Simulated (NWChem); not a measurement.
System: ZrH₄; SMILES [ZrH4]

Parts of the log:

```
             Northwest Computational Chemistry Package (NWChem) 7.3.0
             --------------------------------------------------------

 C1  symmetry detected

                             Geometry "geometry" -> ""
                             -------------------------

 Output coordinates in angstroms (scale by  1.889725989 to convert to a.u.)

  No.       Tag          Charge          X              Y              Z
 ---- ---------------- ---------- -------------- -------------- --------------
    1 Zr                  40.0000    -0.00000079    -0.00000032    -0.00000010
    2 H                    1.0000     1.54152306    -0.00000017    -1.01210294
    3 H                    1.0000    -1.46677886     0.09455474    -1.11362232
    4 H                    1.0000     0.00759093     1.45625015     1.13129832
    5 H                    1.0000    -0.08230360    -1.55079173     0.99443092

 Effective nuclear repulsion energy (a.u.)      46.9682448170

                                 NWChem DFT Module
                                 -----------------

 Summary of "ao basis" -> "ao basis" (spherical)
 ------------------------------------------------------------------------------
       Tag                 Description            Shells   Functions and Types
 ---------------- ------------------------------  ------  ---------------------
 Zr                        def2-tzvp                14       40   6s4p3d1f
 H                         def2-tzvp                 4        6   3s1p

            General Information
            -------------------
          SCF calculation type: DFT
          Wavefunction type:  closed shell.
          No. of atoms     :     5
          No. of electrons :    16
           Alpha electrons :     8
            Beta electrons :     8
          Charge           :     0
          Spin multiplicity:     1
          Use of symmetry is: off; symmetry adaption is: off
          Maximum number of iterations: 200
          AO basis - number of functions:    64
                     number of shells:    30
          Convergence on energy requested:  1.00D-06
          Convergence on density requested:  1.00D-05
          Convergence on gradient requested:  5.00D-04

              XC Information
              --------------
                         B3LYP Method XC Potential
                     Hartree-Fock (Exact) Exchange  0.200
                        Slater Exchange Functional  0.800 local
                    Becke 1988 Exchange Functional  0.720 non-local
              Lee-Yang-Parr Correlation Functional  0.810
                  VWN I RPA Correlation Functional  0.190 local

             Grid Information
             ----------------
          Grid used for XC integration:  medium
          Radial quadrature: Mura-Knowles
          Angular quadrature: Lebedev.
          Tag              B.-S. Rad. Rad. Pts. Rad. Cut. Ang. Pts.
          ---              ---------- --------- --------- ---------
          Zr                  1.55      123          10.0       590
          H                   0.35       45          10.0       434
          Grid pruning is: on
          Number of quadrature shells:   303
          Spatial weights used:  Erf1

      Superposition of Atomic Density Guess
      -------------------------------------

 Sum of atomic energies:         -55.46264485

      Non-variational initial energy
      ------------------------------

 Total energy =     -48.084308
 1-e energy   =    -108.833631
 2-e energy   =      45.920794
 HOMO         =      -0.320624
 LUMO         =      -0.014106

 ----------------------------------------------
         Quadratically convergent ROKS

 Convergence threshold     :          5.000E-04
 Maximum no. of iterations :          200
 Final Fock-matrix accuracy:          1.000E-08
 ----------------------------------------------

              iter       energy          gnorm     gmax       time
             ----- ------------------- --------- --------- --------
                 1      -49.2762124254  9.75D-01  2.41D-01      0.9
                 2      -49.3828735990  2.02D-01  1.13D-01      2.7
                 3      -49.3853370239  9.24D-02  3.00D-02      3.7
                 4      -49.3862036587  1.74D-03  4.23D-04      5.3
                 5      -49.3862040734  1.66D-05  4.62D-06      7.4

         Total DFT energy =      -49.386204073394
      One electron energy =     -109.601058611503
           Coulomb energy =       51.357572804975
    Exchange-Corr. energy =       -5.971247069921
 Nuclear repulsion energy =       14.828528803055

 Numeric. integr. density =       16.000010536765

                       DFT Final Molecular Orbital Analysis
                       ------------------------------------

 Vector    6  Occ=2.000000D+00  E=-3.066950D-01
              MO Center= -2.2D-01,  2.0D-01, -2.2D-03, r^2= 3.3D+00
   Bfn.  Coefficient  Atom+Function         Bfn.  Coefficient  Atom+Function
  ----- ------------  ---------------      ----- ------------  ---------------
    23      0.295396  1 Zr d  2               9      0.203791  1 Zr pz
    48      0.199036  3 H  s                 28      0.197198  1 Zr d  2
    54     -0.194968  4 H  s

 Vector    7  Occ=2.000000D+00  E=-3.066865D-01
              MO Center= -5.5D-02, -2.0D-01,  7.6D-01, r^2= 2.8D+00
   Bfn.  Coefficient  Atom+Function         Bfn.  Coefficient  Atom+Function
  ----- ------------  ---------------      ----- ------------  ---------------
    20      0.295821  1 Zr d -1              60     -0.252031  5 H  s
    54      0.217185  4 H  s                  8     -0.204004  1 Zr py
    25      0.197482  1 Zr d -1              61     -0.182913  5 H  s
    55      0.157624  4 H  s

 Vector    8  Occ=2.000000D+00  E=-3.066862D-01
              MO Center=  2.7D-01, -5.4D-03, -7.5D-01, r^2= 2.7D+00
   Bfn.  Coefficient  Atom+Function         Bfn.  Coefficient  Atom+Function
  ----- ------------  ---------------      ----- ------------  ---------------
    22      0.295070  1 Zr d  1              42      0.259790  2 H  s
    48     -0.207228  3 H  s                  7     -0.203171  1 Zr px
    27      0.196980  1 Zr d  1              43      0.188545  2 H  s
    49     -0.150398  3 H  s

 Vector    9  Occ=0.000000D+00  E=-1.002820D-01
              MO Center= -6.1D-06, -8.6D-06,  1.2D-06, r^2= 2.1D+00
   Bfn.  Coefficient  Atom+Function         Bfn.  Coefficient  Atom+Function
  ----- ------------  ---------------      ----- ------------  ---------------
    21      0.557448  1 Zr d  0              26      0.387146  1 Zr d  0
    31      0.259326  1 Zr d  0

 Vector   10  Occ=0.000000D+00  E=-1.002787D-01
              MO Center= -1.3D-05,  5.5D-06,  1.2D-06, r^2= 2.1D+00
   Bfn.  Coefficient  Atom+Function         Bfn.  Coefficient  Atom+Function
  ----- ------------  ---------------      ----- ------------  ---------------
    19      0.558691  1 Zr d -2              24      0.388009  1 Zr d -2
    29      0.259915  1 Zr d -2

 Vector   11  Occ=0.000000D+00  E=-6.965054D-02
              MO Center= -3.7D-02, -8.4D-03,  3.2D-01, r^2= 4.7D+00
   Bfn.  Coefficient  Atom+Function         Bfn.  Coefficient  Atom+Function
  ----- ------------  ---------------      ----- ------------  ---------------
    22      0.395861  1 Zr d  1              16     -0.340337  1 Zr px
    27      0.288762  1 Zr d  1              13     -0.265696  1 Zr px
     7      0.211355  1 Zr px                32      0.183116  1 Zr d  1
    43     -0.169654  2 H  s                 49      0.160849  3 H  s

            General Information
            -------------------
          SCF calculation type: DFT
          Wavefunction type:  closed shell.
          No. of atoms     :     5
          No. of electrons :    16
           Alpha electrons :     8
            Beta electrons :     8
          Charge           :     0
          Spin multiplicity:     1
          Use of symmetry is: off; symmetry adaption is: off
          Maximum number of iterations: 200
          AO basis - number of functions:    64
                     number of shells:    30
          Convergence on energy requested:  1.00D-06
          Convergence on density requested:  1.00D-05
          Convergence on gradient requested:  5.00D-04

              XC Information
              --------------
                         B3LYP Method XC Potential
                     Hartree-Fock (Exact) Exchange  0.200
                        Slater Exchange Functional  0.800 local
                    Becke 1988 Exchange Functional  0.720 non-local
              Lee-Yang-Parr Correlation Functional  0.810
                  VWN I RPA Correlation Functional  0.190 local

             Grid Information
             ----------------
          Grid used for XC integration:  medium
          Radial quadrature: Mura-Knowles
          Angular quadrature: Lebedev.
          Tag              B.-S. Rad. Rad. Pts. Rad. Cut. Ang. Pts.
          ---              ---------- --------- --------- ---------
          Zr                  1.55      123          10.0       590
          H                   0.35       45          10.0       434
          Grid pruning is: on
          Number of quadrature shells:   303
          Spatial weights used:  Erf1

[...]

                         DFT ENERGY GRADIENTS

    atom               coordinates                        gradient
                 x          y          z           x          y          z
   1 Zr     -0.000001  -0.000001  -0.000000    0.000022  -0.000023  -0.000005
   2 H       2.913056  -0.000000  -1.912597   -0.000817   0.000000   0.000539
   3 H      -2.771810   0.178683  -2.104441    0.000761  -0.000046   0.000588
   4 H       0.014345   2.751914   2.137844   -0.000003  -0.000756  -0.000593
   5 H      -0.155531  -2.930571   1.879202    0.000038   0.000824  -0.000529
```

Level: B3LYP/def2-TZVP with def2 effective core potentials on Zr. Coordinates come from a PBE0/def2-SVP optimisation. def2 effective core potentials on Zr; no spin-orbit coupling.

**Question.** Which NWChem input produces such a log?

**Answer.** One answer among several that fit: the input that was run:
```
start job
memory heap 200 mb stack 900 mb global 1100 mb
geometry units angstroms noautoz
  Zr    -0.000008     0.000021     0.000003
  H      1.505643    -1.048624     0.184412
  H     -1.481346    -1.080293    -0.197715
  H      0.178801     1.075994    -1.486896
  H     -0.203094     1.053010     1.500200
end
basis spherical
  Zr library def2-tzvp
  H library def2-tzvp
end
ecp
  Zr library def2-ecp
end
dft
  xc b3lyp
  iterations 200
  cgmin
end
task dft gradient
```
